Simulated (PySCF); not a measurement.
Cartesian coordinates (Å):
```xyz
6

Hf    -0.1108     0.0506     0.0085
F     -0.0662     0.6484     1.8367
F     -1.0046    -1.6508    -0.0665
F      1.6938    -0.1680    -0.6188
O     -1.0319     1.3291    -1.0864
H     -1.4939     1.9617    -1.6517
```
Charge 0, multiplicity 1.

**Question.** Estimate the LUMO, HOMO–LUMO gap and charge on the central atom (Mulliken) that TPSSh-D3(BJ)/def2-TZVP // BP86-D3(BJ)/def2-SVP (PySCF) returns for this input.

**Answer.** 
```
Item                                     Result
-------------------------------------  --------
LUMO                                   -0.86 eV
HOMO–LUMO gap                           8.36 eV
charge on the central atom (Mulliken)    1.69 e
```
